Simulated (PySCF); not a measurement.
A side-by-side comparison of computed properties.

First species: 2-butanone, C4H8O.
Z-matrix (Å and degrees, GFN2-xTB geometry), rows numbered from 1:
```
C 
C   1  1.5229
C   2  1.5155  1  112.42
C   3  1.5105  2  114.22  1   168.59
O   3  1.2034  2  123.15  1   -11.39
H   1  1.0871  2  110.68  3   176.16
H   1  1.0872  2  110.29  3   -63.41
H   1  1.0869  2  109.97  3    55.62
H   2  1.0939  1  110.01  3  -119.22
H   2  1.0920  1  110.95  3   122.28
H   4  1.0866  3  110.82  2    44.77
H   4  1.0866  3  110.14  2   166.86
H   4  1.0886  3  108.83  2   -74.07
```

Second species: C6H13O2P.
Structure used (GFN2-xTB), in Å, numbered top down from 1:
```xyz
22
C6H13O2P angstrom
C     -3.501    0.097    0.103
C     -2.159   -0.615    0.215
C     -1.007    0.261   -0.257
P      0.572   -0.632    0.013
O      0.769   -1.211    1.348
O      0.532   -1.784   -1.123
C      1.895    0.487   -0.539
C      3.251    0.218    0.041
C      2.463    1.391    0.513
H     -4.304   -0.545    0.458
H     -3.500    1.007    0.699
H     -3.706    0.365   -0.931
H     -2.176   -1.530   -0.382
H     -1.973   -0.902    1.253
H     -1.104    0.510   -1.314
H     -0.963    1.188    0.319
H      0.821   -2.603   -0.715
H      1.822    0.843   -1.557
H      4.119    0.383   -0.580
H      3.339   -0.623    0.714
H      2.775    2.383    0.224
H      2.025    1.329    1.498
```

Levels: PBE0/pcSseg-1 for dipole moment, HOMO energy, LUMO energy and HOMO–LUMO gap; GFN2-xTB for rotational constant A and rotational constant C. Geometries: GFN2-xTB. Each species is one conformer at its optimised geometry, gas phase, non-relativistic unless stated; the electronic structure was computed with PySCF and density fitting.

Dipoles, sizes and rotational constants follow the conformer. The torsions of the flexible species, by atom-mapped SMILES:
- `[CH3:1][CH2:2][C:3]([CH3:4])=[O:5]`: C1–C2–C3–C4 169°
- `[CH3:1][CH2:2][CH2:3][P@@:4](=[O:5])([OH:6])[CH:7]1[CH2:8][CH2:9]1`: C1–C2–C3–P4 176°, C2–C3–P4–O5 -50°, C3–P4–C7–C8 158°, H–O6–P4–C3 -136°

```
             property   column X   column Y
        dipole moment     2.85 D     2.36 D
          HOMO energy   -7.21 eV   -7.76 eV
          LUMO energy   -0.24 eV    1.14 eV
        HOMO–LUMO gap    6.97 eV    8.90 eV
rotational constant A  9.426 GHz  2.653 GHz
rotational constant C  2.791 GHz  0.725 GHz
```

(1) Which column belongs to which species?

(2) How does each property change from the first species to the second?

Results:

(1) Column X is the first species and column Y the second. The first has 13 atoms and 40 electrons, the second 22 and 80.

(2) dipole moment -0.49 D; HOMO energy -0.55 eV; LUMO energy +1.38 eV; HOMO–LUMO gap +1.93 eV; rotational constant A -6.773 GHz; rotational constant C -2.066 GHz.

On the first: A dipole of 2.85 D is allowed in C1, and pure rotational transitions are dipole-allowed. The dipole equals about 9.5 × 10⁻³⁰ C·m (1 D = 3.33564 × 10⁻³⁰ C·m).

On the second: In atomic units the dipole is 0.93 e·bohr (1 au = 2.5417 D).
